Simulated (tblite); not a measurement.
C₉H₁₈Ge.
Cartesian coordinates in Å at the GFN2-xTB level; atoms count from 1:
```
atom  x, y, z in Å
C1    -3.056   -0.049   -1.221
C2    -2.736    1.223   -0.411
C3    -1.353    0.987    0.207
C4    -1.228   -0.531    0.276
Ge5    0.651   -1.154    0.561
C6     1.673   -0.155    1.953
C7     2.568    0.766    1.128
C8     3.110   -0.015   -0.068
C9     1.937   -0.595   -0.856
C10   -1.841   -0.968   -1.051
H11   -3.949   -0.533   -0.824
H12   -3.241    0.175   -2.271
H13   -2.744    2.114   -1.038
H14   -3.478    1.365    0.376
H15   -0.580    1.389   -0.453
H16   -1.249    1.460    1.183
H17   -1.851   -0.903    1.093
H18    0.658   -2.657    0.802
H19    1.052    0.412    2.645
H20    2.283   -0.838    2.543
H21    1.980    1.610    0.759
H22    3.387    1.166    1.730
H23    3.736   -0.830    0.303
H24    3.731    0.626   -0.697
H25    2.262   -1.400   -1.513
H26    1.492    0.178   -1.484
H27   -1.126   -0.796   -1.859
H28   -2.111   -2.023   -1.058
```

Method: GFN2-xTB as coded in tblite; computed harmonic values from a numerical Hessian at the method's own geometry, unscaled. The method is semi-empirical: single wavenumbers can be off by several per cent or more. Modes of hydrogen on germanium can be 10 to 20 % off. One conformer, not necessarily the lowest.

Harmonic wavenumbers (cm⁻¹): 27.5, 41.7, 52.8, 75.9, 134.2, 177.2, 209.2, 267.5, 277.1, 341.9, 429.3, 465.5, 545.0, 584.8, 599.1, 620.8, 635.4, 712.4, 740.4, 784.3, 814.7, 838.3, 891.6, 915.7, 944.6, 952.5, 958.5, 991.8, 1006.9, 1013.5, 1015.5, 1041.7, 1102.3, 1108.0, 1113.9, 1121.9, 1131.7, 1178.6, 1184.7, 1203.5, 1209.7, 1217.8, 1235.5, 1253.8, 1257.1, 1259.5, 1305.5, 1314.2, 1321.4, 1324.6, 1326.2, 1337.4, 1459.9, 1466.7, 1478.8, 1488.6, 1491.9, 1493.2, 1499.8, 1512.0, 1861.4, 2926.6, 2950.8, 2953.1, 2953.8, 2957.4, 2963.7, 2968.6, 2974.4, 2976.5, 2977.8, 2990.8, 2993.4, 2996.3, 2998.4, 3000.3, 3001.8, 3007.9.

A = 1959, B = 589.5, C = 560.1 MHz; mass 200.062 u (most abundant isotopes); point group C1, symmetry number 1.

Task: Zero-point energy?

Result: Half the sum of the wavenumbers: 53979 cm⁻¹ = 154.34 kcal/mol.

Task: Give the ideal-gas entropy at 273.15 K and 1 bar in the rigid-rotor, harmonic-oscillator model (classical rotation).

Result: Translation 41.38, rotation 30.33, vibration 35.33: S = 107.0 cal/(mol K).

Task: And Cp and H(273.15 K) − H(0)?

Result: Cp = 42.63 cal/(mol K), of which vibrations give 34.68 (their classical limit is 78 R = 155.0); H(273.15 K) − H(0) = 6.90 kcal/mol without the zero-point energy, 4.73 from vibrations.

Task: How do the functions run with temperature in this model?

Result: 
```tsv
T (K)	S (cal/(mol K))	Cp (cal/(mol K))	H − H(0) (kcal/mol)	G − H(0) (kcal/mol)	ln q(vib)
150	87.2	26.3	2.72	-10.36	5.06
250	103.4	39.1	5.95	-19.90	8.33
298.15	110.9	46.5	8.01	-25.06	9.87
400	126.9	62.5	13.57	-37.17	13.16
600	157.3	88.0	28.77	-65.62	19.81
900	198.1	112.7	59.19	-119.10	29.74
```

q(vib) and H(0) count from the zero-point level.

Task: What must be added to the electronic energy to get the Gibbs energy at 273.15 K and 1 bar?

Result: ZPE + [H(273.15 K) − H(0)] − T·S = 154.34 + 6.90 − 29.24 = 132.00 kcal/mol.

Task: Blend soft modes into free rotors: weight 1/[1 + (100 cm⁻¹/ν̃)⁴] for the oscillator and the rest for a rotor with moment μB/(μ + B), μ = h/(8π²ν), B = 10⁻⁴⁴ kg m². What vibrational entropy results?

Result: 30.57 cal/(mol K) in place of 35.33, which changes −T·S at 273.15 K by +1.30 kcal/mol.

Hindered rotation and anharmonicity are outside this model. Other conformers, if any are populated, would add a mixing term that is left out. The structure is chiral; the term R ln 2 for an equal mix with its mirror image is left out.
